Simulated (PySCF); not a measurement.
AlH, SMILES [AlH] (connectivity only; charge and spin as stated), neutral, multiplicity 1.

Geometry optimised at B3LYP-D3(BJ)/def2-TZVPD.

Two levels are set side by side: TDDFT-PBE/def2-TZVPD (PySCF) and TDDFT-M06-2X/def2-TZVPD (PySCF). Vertical, same geometry. The lowest singlet is HOMO→LUMO 99 % with PBE and HOMO→LUMO 99 % with the other functional; states are paired by order. Differences are taken from unrounded values.

| quantity | TDDFT-PBE |
|---|---|
| lowest singlet excitation (eV) | 2.80 |
| lowest triplet excitation (TDA) (eV) | 1.67 |
| first bright state (f over 0.05) (eV) | 5.15 |
| its oscillator strength | 0.16 |

**Question.** These are the TDDFT-PBE values. What does TDDFT-M06-2X give? (Estimate from the structure and the level; the computed values follow.)

**Answer.** 
| quantity | TDDFT-M06-2X | TDDFT-PBE minus TDDFT-M06-2X |
|---|---|---|
| lowest singlet excitation (eV) | 2.77 | 0.02 |
| lowest triplet excitation (TDA) (eV) | 1.83 | -0.16 |
| first bright state (f over 0.05) (eV) | 5.23 | -0.09 |
| its oscillator strength | 0.15 | 0.01 |

Rough cost on one machine, each run with all the roots and properties that it gave: TDDFT-M06-2X against TDDFT-PBE about 6 times.
